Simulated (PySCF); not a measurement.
## Nb²⁸⁺: fine-structure interval

Nb²⁸⁺ [Ne] 3s2 3p1 [3p1/2^1, M_J = 1/2] → Nb²⁸⁺ [Ne] 3s2 3p1 [3p3/2^1, M_J = 3/2], as a difference of total energies. All numbers are calculated (PySCF 2.14, the two-component X2C-1e Hamiltonian, in an uncontracted even-tempered set (19 s from 4.3 bohr⁻², ratio 2.4; 13 p from 5.6 bohr⁻², ratio 2.4; 5 d from 20 bohr⁻², ratio 2.6; 4 f from 30 bohr⁻², ratio 2.6)). Correlated levels: 1s2 frozen; the 50 highest virtual spinors dropped. "Screened" scales the spin-orbit matrix elements by Boettger's factors to mimic the two-electron term; Breit and QED terms are absent.

| method | fine-structure interval (cm⁻¹) |
| --- | --- |
| GHF (screened spin-orbit) | 189460 |
| GMP2 (screened spin-orbit) | 187650 |
| GHF (bare spin-orbit) | 199400 |
